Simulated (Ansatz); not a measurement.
Geometry optimisation of HfTe2.

```yaml
crystal:
  periodic: [false, false, false]
  atoms:
    - {symbol: Hf, position_ang: [-0.914500, -1.209140, 0.078810]}
    - {symbol: Te, position_ang: [-0.691270, 1.480280, 0.052930]}
    - {symbol: Te, position_ang: [1.605770, -0.271140, -0.131750]}
basis:
  gaussian: {orbitals: def2-TZVP}
hamiltonian: {xc: {name: B3LYP}, dispersion: d4}
scf: {lower_state_search: "off"}
output: {orbitals: {seedname: orbitals}}
relax: {f_tol: 0.02, max_steps: 100}
```

```sh
$ ansatz run in.yaml --threads 4 --pin off --events-out ev --progress --plain --max-ram 3916MiB
```

Shortened log:

```
Functional definition: B3LYP
  name "B3LYP"
  cite "Stephens, Devlin, Chabalowski & Frisch, J. Phys. Chem. 98, 11623 (1994) doi:10.1021/j100096a001"
  cite "Becke, Phys. Rev. A 38, 3098 (1988) doi:10.1103/PhysRevA.38.3098"
  cite "Lee, Yang & Parr, Phys. Rev. B 37, 785 (1988) doi:10.1103/PhysRevB.37.785"
  cite "Vosko, Wilk & Nusair, Can. J. Phys. 58, 1200 (1980) doi:10.1139/p80-159"
  parameter a0 = 0.2
  parameter ax = 0.72
  parameter ac = 0.81
  exchange = (1 - a0 - ax)*slater_x + ax*b88_x + a0*exact_x
  correlation = (1 - ac)*vwn_rpa_c + ac*lyp_c
these checks for a lower state are left out or cut short: stability, starts, cluster_reference, orbital_swaps, neighbouring_geometries, increment
mean field -15898.40756602 eV, -584.2557017237 hartree, gradient 2.2e-6 eV, S^2 0.000000; 0 other end points of the search recorded, 0 dependent functions left out
the calculation of the forces begins
relax step   1: F+E_penalty+E_count = -15898.67648060 eV  Δ(F+E_penalty+E_count) = +0.000e0 eV  max|allowed force component| = 8.663e-1 eV/Å  Δτ_max = 0.0000 Å  (60 SCF iters, accepted)
these checks for a lower state are left out or cut short: stability, starts, cluster_reference, orbital_swaps, neighbouring_geometries, increment
mean field -15898.34748286 eV, -584.2534937082 hartree, gradient 1.9e-6 eV, S^2 0.000000; 0 other end points of the search recorded, 0 dependent functions left out
the calculation of the forces begins
relax step   2: F+E_penalty+E_count = -15898.61790548 eV  Δ(F+E_penalty+E_count) = +5.858e-2 eV  max|allowed force component| = 1.468e0 eV/Å  Δτ_max = 0.1655 Å  (37 SCF iters, rejected (line search))
these checks for a lower state are left out or cut short: stability, starts, cluster_reference, orbital_swaps, neighbouring_geometries, increment
mean field -15898.51327921 eV, -584.2595866117 hartree, gradient 1.7e-6 eV, S^2 0.000000; 0 other end points of the search recorded, 0 dependent functions left out
the calculation of the forces begins
relax step   3: F+E_penalty+E_count = -15898.78308520 eV  Δ(F+E_penalty+E_count) = -1.066e-1 eV  max|allowed force component| = 4.069e-2 eV/Å  Δτ_max = 0.0788 Å  (32 SCF iters, accepted)
these checks for a lower state are left out or cut short: stability, starts, cluster_reference, orbital_swaps, neighbouring_geometries, increment
mean field -15898.51336102 eV, -584.2595896180 hartree, gradient 1.6e-6 eV, S^2 0.000000; 0 other end points of the search recorded, 0 dependent functions left out
the calculation of the forces begins
relax step   4: F+E_penalty+E_count = -15898.78319580 eV  Δ(F+E_penalty+E_count) = -1.106e-4 eV  max|allowed force component| = 1.921e-3 eV/Å  Δτ_max = 0.0021 Å  (28 SCF iters, accepted)
Total energy: -15898.78338962 eV, -584.2695129859 hartree
Atom 0 at    -0.960542    -1.269345     0.082776 Å, force    -0.000215     0.000547     0.000016 eV/Å
Atom 1 at    -0.613280     1.468053     0.046529 Å, force    -0.001707     0.000562     0.000139 eV/Å
Atom 2 at     1.573822    -0.198708    -0.129315 Å, force     0.001921    -0.001109    -0.000155 eV/Å
Dipole moment:    -0.301422    -0.398318     0.025977 e Å
Checks for a lower state left out: stability, starts, cluster_reference, orbital_swaps, neighbouring_geometries, increment
```

Run time 8 s (4 threads of Arm Neoverse V2 on a shared host).

In the def2 sets Hf, Te take a core potential; there is no spin–orbit coupling. The restricted singlet is unstable towards broken spin symmetry at other levels; at B3LYP-D4/def2-TZVP this wasn't settled. The relaxation made no stability test and no search for a lower SCF solution. The structure comes from a short search, and lower isomers may exist.
